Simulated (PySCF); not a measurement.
BH6NO2Si, SMILES OB(O)N[SiH3]. The structure is a stationary point at PBE-D3(BJ)/def2-SVP. The structure was generated by enumeration, and PubChem lists no compound with its InChIKey, so it may never have been made. The values are those of a single conformer.

All values below come from PBE-D3(BJ)/def2-SVP in PySCF.

Harmonic wavenumbers (cm⁻¹): 89, 110, 132, 290, 374, 453, 455, 478, 629, 642, 694, 800, 903, 915, 919, 942, 961, 991, 1159, 1418, 1438, 2161, 2165, 2169, 3557, 3771, 3779. Rotational constants (GHz): 8.805, 2.222, 1.812; symmetry number 1.

Task: Work out the zero-point energy and the ideal-gas rigid-rotor harmonic-oscillator thermochemistry at 298.15 K and 1 atm.

Result: ZPE = ½ Σ hcν = ½ × 32394 cm⁻¹ = 193.76 kJ/mol. H − E(el) = 215.41 kJ/mol. Entropy in J/(mol K): translation 165.00, rotation 111.33, vibration 70.27, total 346.59. G − E(el) = 112.07 kJ/mol. Cp = 115.24 J/(mol K). Modes under 150 cm⁻¹ make the vibrational entropy uncertain.
